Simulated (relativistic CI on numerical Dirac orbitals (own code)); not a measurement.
# Sensitivity of the levels of Lu⁺ to α and to the nuclear radius

These numbers are calculated, not measured: Dirac-Coulomb-Breit CI, KLI orbitals optimised for each configuration, valence Slater integrals scaled by 0.85, P86 correlation energy added to each configuration, derivatives by finite differences, QED left out (own radial code, finite nucleus).

Configuration list (outside the closed core [Xe] 4f14): 6s2, 6s.5d, 6s.6p, 5d2, 5d.6p, 6s.7s, 6p2, 6s.6d. Levels of other configurations are missing.

With x = (α/α₀)² − 1 an excitation energy changes as ω = ω₀ + qx; K = 2q/ω₀ is the relative enhancement. Terms are leading LS components, so labels can repeat. The field-shift factor is F = δν/δ⟨r²⟩ for the transition from the lowest level.

Lowest level 6s2 1S_0.

```csv
Level,ω₀ (cm⁻¹),q (cm⁻¹),F (GHz/fm²)
6s.5d 3D_1,11266.4,15130,-20.9
6s.5d 3D_2,11756.0,15400,-20.9
6s.5d 3D_3,12890.8,16110,-20.3
6s.5d 1D_2,16200.4,18150,-24.1
6s.6p 3P°_0,24219.7,3808,-16.8
6s.6p 3P°_1,25473.5,5197,-17.3
5d2 3F_2,27753.9,29780,-41.1
5d2 3F_3,28601.1,30320,-40.9
6s.6p 3P°_2,28972.8,9568,-17.8
5d2 3F_4,29672.8,30980,-40.5
5d2 3P_0,33711.7,28970,-40.6
5d2 3P_1,34142.4,29510,-40.5
5d2 3P_2,34266.6,29160,-40.4
6s.6p 1P°_1,35919.6,12620,-23
5d2 1D_2,36034.4,29760,-39.8
5d2 1G_4,37116.3,30240,-40.5
5d.6p 3F°_2,38696.4,19700,-37.7
5d.6p 3F°_3,41698.1,22410,-37.7
5d.6p 1D°_2,42179.5,23590,-37.7
5d.6p 3D°_1,43432.8,22840,-37.6
5d.6p 3D°_2,44298.1,23780,-38
5d.6p 3F°_4,44537.1,25540,-37.9
5d2 1S_0,45322.9,26260,-38.2
```

For a near-neutral ion this model can misplace configurations by up to about 10,000 cm⁻¹ (more where the count of f electrons changes) and terms by 10 to 25 % of their spread. Rates follow the energies as ν³ (E1, M1) or ν⁵ (E2), so they and the lifetimes can be off by large factors. The fine structure of a lone outer electron comes out too small, for d and f at times inverted, and misplaced configurations move strength between like terms.

(1) Which transition from the lowest level has the largest |K|?

## Answers

(1) 6s.5d 3D_1 at 11266.4 cm⁻¹, K = 2.69.
